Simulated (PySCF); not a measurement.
**Stationary points of SiI₄**

Level of theory: PBE0 in PySCF with Si def2-SVP, I def2-SVP with ECP28; scalar-relativistic core potentials, no spin–orbit coupling; density-fitted integrals.

Relaxations began from a few typed shapes. The search is not exhaustive: other isomers or separated fragments can lie lower, and high-lying points may rest on an excited occupation.

Problem. Which is the lowest minimum found?
A. singlet Td: Si–I 2.442 Å (×4); I–Si–I 109.5° (×6)
B. singlet D4h: Si–I 2.534 Å (×4); I–Si–I 90.0° (×4), I–Si–I 180.0° (×2)

Solution. A. The others lie at 238.9 (singlet D4h, a saddle point) kJ/mol above it.

Counting electrons, silicon keeps none of its valence electrons outside its bonds, so the VSEPR class is AX4 and the expected shape is tetrahedral (Td), as computed.
